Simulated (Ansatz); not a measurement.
Reaction (isomerisation): `CO[SiH2]CS` → `OCSC[SiH3]`

Isolated molecules relaxed with PBE0-D4/def2-TZVP in Ansatz; ΔE leaves out vibrations. CCSD(T)/CBS is the MP2 limit (def2-TZVPP, def2-QZVPP) plus CCSD(T) − MP2 in def2-TZVPP, frozen cores. Functionals use def2-TZVPP. Each species was taken in one conformer, which may not be the lowest.

```
     species  BHLYP energy (Eh)
`CO[SiH2]CS`         -843.96338
`OCSC[SiH3]`         -843.91338
```

Q: Work out ΔE.

A: ΔE = (-843.91338) − (-843.96338) = 0.05000 Eh = +1.36 eV. CCSD(T)/CBS gives +1.24 eV.

Largest T1 diagnostic among the species: 0.011.

From r2SCAN to r2SCAN0 (25 % exact exchange), in def2-TZVPP and without D4, ΔE moves by +0.04 eV. In def2-TZVPP, CCSD(T) changes the Hartree–Fock value by −0.21 eV (the triples alone add −0.05 eV) and MP2 by −0.20 eV.
